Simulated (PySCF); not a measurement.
3-chloro-1H-silole (C4H5ClSi), SMILES [SiH2]1C=C(Cl)C=C1.

Coordinates come from a r2SCAN-D4/def2-SVP optimisation.

Computed with PySCF with PBE/def2-TZVP.

Symmetry labels are those of the subgroup Cs that the program uses (full group Cs).

Q: List the valence orbital energies around the gap with their symmetry. (The exact figures need the calculation; the answer reports its results.)

A: 
| orbital | symmetry | energy (eV) |
|---|---|---|
| HOMO−7 | A' | -9.99 |
| HOMO−6 | A" | -9.74 |
| HOMO−5 | A" | -8.61 |
| HOMO−4 | A' | -8.31 |
| HOMO−3 | A' | -7.97 |
| HOMO−2 | A' | -7.42 |
| HOMO−1 | A" | -7.38 |
| HOMO | A" | -5.95 |
| LUMO | A" | -2.75 |
| LUMO+1 | A' | -0.55 |
| LUMO+2 | A" | -0.01 |
| LUMO+3 | A' | 0.00 |
